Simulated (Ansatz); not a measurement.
Mulliken charges of `[NH2][GeH2][OH]` from B3LYP/def2-TZVPP in Ansatz (PBE0-D4/def2-TZVP geometry).

```csv
atom,x (Å),y (Å),z (Å),charge (e)
N1,-1.032,0.493,-0.795,-0.386
Ge2,0.497,0.055,0.088,0.467
O3,0.295,-1.658,0.524,-0.416
H4,-1.854,0.656,-0.233,0.130
H5,-0.943,1.209,-1.499,0.129
H6,0.749,0.819,1.411,-0.056
H7,1.656,0.243,-0.907,-0.034
H8,0.724,-1.873,1.355,0.167
```

Problem. By hand: the dipole of these point charges (1 e Å = 4.8032 D).

Solution. Σ q r = (0.168, 0.399, 0.084) e Å, of length 0.441 e Å = 2.12 D.

Problem. How does the dipole of the full density compare? (An estimate is asked.)

Solution. The calculation gave: (0.070, 0.397, 0.206) e Å, 2.17 D; the point charges give 0.98 times that, at 20° from its direction.

Point charges leave out the atoms' own dipoles, such as those of lone pairs, and Mulliken's split depends on the basis, so the two needn't agree.

B3LYP here is the variant with VWN-RPA as its local correlation; programs differ in this.
